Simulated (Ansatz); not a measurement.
Isolated molecules relaxed with PBE0-D4/def2-TZVP in Ansatz; ΔE leaves out vibrations. CBS: MP2 limit from def2 TZ/QZ plus the TZ coupled-cluster correction, frozen cores. DFT in def2-TZVPP. B3LYP here is the variant with VWN-RPA as its local correlation; programs differ in this. For Ge outer-core shells are correlated without core-valence functions, which leaves a few kJ/mol of doubt a bond. Scalar relativity is left out up to krypton. Each species was taken in one conformer, which may not be the lowest.

`C[SiH2][GeH2][CH3]` + `CCB(F)F` → `CC(C)B(F)F` + `C[SiH2][GeH3]`  (formal exchange of groups at a C–Ge bond)

**Question.** Is it downhill or uphill in electronic energy at CCSD(T)/CBS, and by how much? (Best estimate.)

**Answer.** Ansatz gave: Uphill: ΔE = +32.1 kJ/mol.

**Question.** What do these levels give: PBE-D4, r2SCAN-D4, B3LYP-D4, r2SCAN, PBE0, HF/def2-TZVPP, MP2/def2-TZVPP, SCS-MP2/def2-TZVPP, CCSD/def2-TZVPP, CCSD(T)/def2-TZVPP, HF/def2-QZVPP, MP2/CBS(def2)? (Best estimate.)

**Answer.** Computed: PBE-D4 31.7, r2SCAN-D4 31.7, B3LYP-D4 31.9, r2SCAN 31.8, PBE0 31.8, HF/def2-TZVPP 30.4, MP2/def2-TZVPP 35.1, SCS-MP2/def2-TZVPP 33.3, CCSD/def2-TZVPP 32.0, CCSD(T)/def2-TZVPP 32.1, HF/def2-QZVPP 29.7, MP2/CBS(def2) 35.1 kJ/mol.

Largest T1 diagnostic among the species: 0.011.
